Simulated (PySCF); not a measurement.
**Mg²⁺ (magnesium, charge +2): UHF calculation**

Configuration: [Ne], closed-shell 1S. All numbers are calculated (PySCF 2.14, no relativity, point nucleus, in aug-cc-pCVDZ).

| Item | Value |
| --- | --- |
| Total energy | -198.824295 hartree |
| One-electron energy | -271.0660 hartree |
| Hartree (Coulomb) energy | 87.9130 hartree |
| Exchange energy | -15.6713 hartree |
| Kinetic energy | 198.76095 hartree |
| ⟨S²⟩ | 0.0000 |
| ⟨L²⟩ | 0.000 |
| Sum of ⟨r⟩ | 5.734 bohr |
| Sum of ⟨r²⟩ | 4.734 bohr² |
| Density at the nucleus (Gaussians lack the cusp) | 1060 bohr⁻³ |
| Langevin diamagnetic susceptibility | -3.75 ×10⁻⁶ cm³/mol |

```
shell  electrons  mean orbital energy (eV)  rms radius, mean of both spins (bohr)
   1s          2                   -1354.5                                  0.152
   2s          2                   -122.09                                  0.755
   2p          6                   -81.888                                  0.769
```
